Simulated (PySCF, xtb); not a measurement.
C2H6BiBr, SMILES [CH3][Bi]([CH3])[Br].

GFN2-xTB run with xtb 6.7.1 at its own geometry gives an orbital gap of 5.41 eV and a dipole moment of 7.03 D.

The structure is a stationary point at B3LYP-D3(BJ)/def2-SVP. The def2 effective core potentials stand for the cores of Bi; spin–orbit coupling is left out.

Question: What does PySCF with PBE0/def2-TZVP give? (An estimate is asked for; the answer gives what the named calculation found.)

Answer: gap 5.39 eV (levels -7.10 and -1.71 eV), dipole 3.72 D.
